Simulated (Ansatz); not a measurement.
Consider the formal exchange of groups at a C–Ge bond: `N#[C][Ge]([F])([F])[F]` + `N#C[SiH3]` → `N#C[SiH2]C#N` + `[F][GeH]([F])[F]`.

Isolated molecules relaxed with PBE0-D4/def2-TZVP in Ansatz; ΔE leaves out vibrations. CCSD(T)/CBS is the MP2 limit (def2-TZVPP, def2-QZVPP) plus CCSD(T) − MP2 in def2-TZVPP, frozen cores. This one scheme is used for every species. DFT in def2-TZVPP. For Ge outer-core shells are correlated without core-valence functions, which leaves a few kJ/mol of doubt a bond. Scalar relativity is left out up to krypton.

`N#[C][Ge]([F])([F])[F]`:

Cartesian coordinates in Å:
```
N -0.803 2.026 -1.255
C -0.436 1.100 -0.681
Ge 0.168 -0.424 0.262
F 0.019 -0.182 1.934
F 1.796 -0.733 -0.093
F -0.744 -1.786 -0.167
```

`N#C[SiH3]`:

```xyz
6

N     1.884   -0.105   -1.505
C     0.986   -0.055   -0.786
Si   -0.457    0.025    0.365
H    -0.955   -1.355    0.551
H    -1.481    0.887   -0.265
H     0.022    0.602    1.640
```

`N#C[SiH2]C#N`:

Cartesian coordinates in Å:
```
N -2.332 1.289 -0.370
C -1.273 0.899 -0.143
Si 0.430 0.315 0.234
C 0.519 -1.452 -0.267
N 0.601 -2.559 -0.573
H 1.393 1.092 -0.567
H 0.661 0.415 1.686
```

`[F][GeH]([F])[F]`:

```xyz
5

F     0.562    1.562   -0.227
Ge    0.060   -0.047    0.042
F    -0.315   -0.697   -1.491
F    -1.413    0.045    0.900
H     1.106   -0.864    0.776
```

```json
{"level": "BHLYP-D4", "ΔE (kJ/mol)": "-38.0"}
{"level": "HF/CBS(def2)", "ΔE (kJ/mol)": "-34.5"}
```

(1) What does CCSD(T)/CBS give? (An estimate is asked.)

(2) What do rigid-rotor, harmonic-oscillator terms from PBE0-D4/def2-TZVP frequencies (298.15 K, 1 bar) make of the CCSD(T)/CBS value? (Best estimate.)

Largest T1 diagnostic among the species: 0.014.

Answers

(1) Ansatz gave: -37.4 kJ/mol. The listed levels differ from it by -0.6, 2.9 kJ/mol.

(2) Computed: ΔZPE = +1.9 kJ/mol, ΔH = -36.7 kJ/mol, ΔS = 4 J/(mol·K), ΔG = -37.9 kJ/mol.

Leaving LDA and LC-ωPBE aside and taking each functional with its dispersion term where it has one, the values, not all of them listed here, spread over 4.8 kJ/mol, from BLYP-D4 to PBE-QIDH. At CCSD(T), def2-SVP lies +9.1 kJ/mol from the extrapolated value and def2-TZVPP +7.6 kJ/mol.
